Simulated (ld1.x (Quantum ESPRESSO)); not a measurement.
## PBEsol RRKJ dataset for iron (Fe), scalar-relativistic all-electron reference.

- Element: Fe
- Generator: ld1.x (Quantum ESPRESSO) 7.5
- Type: norm-conserving RRKJ (Kleinman–Bylander form)
- Functional: PBEsol
- Relativity: scalar-relativistic
- Frozen core: [Ne]
- Valence charge: 16
- Reference configuration: 3s2 3p6 3d6 4s2 4p0
- Partial waves: 3s (bound): rc 1.25 bohr; 3p (bound): rc 0.90 bohr; 3d (bound): rc 1.55 bohr
- Local potential: all-electron potential smoothed inside 0.95 bohr (lloc = -1)
- Core correction: none

Occupied shells without a wave of their own: 4s. They enter only through the test configuration that unscreens the potential.

All-electron outer shells of the reference configuration (PBEsol, scalar-relativistic, ld1.x):

```
shell  level (eV)  outermost node (bohr)  outermost maximum (bohr)
   2s     -818.84                   0.08                      0.22
   2p     -697.99                      –                      0.18
   3s      -93.77                   0.33                      0.70
   3p      -59.92                   0.30                      0.72
   3d       -7.53                      –                      0.71
   4s       -5.31                   1.00                      2.41
   4p       -1.30                   1.10                      3.29
```

Results:

```json
{"Cutoffs needed": "160 Ry and 260 Ry (the cutoffs (Ry, on a coarse ladder) from which the occupation-weighted sum of valence levels, in a spherical-Bessel basis at the reference potential, stays within 10 and 1 mRy of its value at 400 Ry)", "Ghost test": "no extra level below or beside the all-electron valence levels (s, p, d, f tested) (spherical-Bessel basis up to 400 Ry, 20 bohr box)", "Largest excitation error": "-1500 meV (all-electron minus pseudo) for 3s2 3p6 3d5 4s0 4p0, out of 7 test configurations"}
```

The potential misses its own reference levels by up to 0.3 eV.

Generation and tests took about 2.2 s on one core of a shared server CPU.
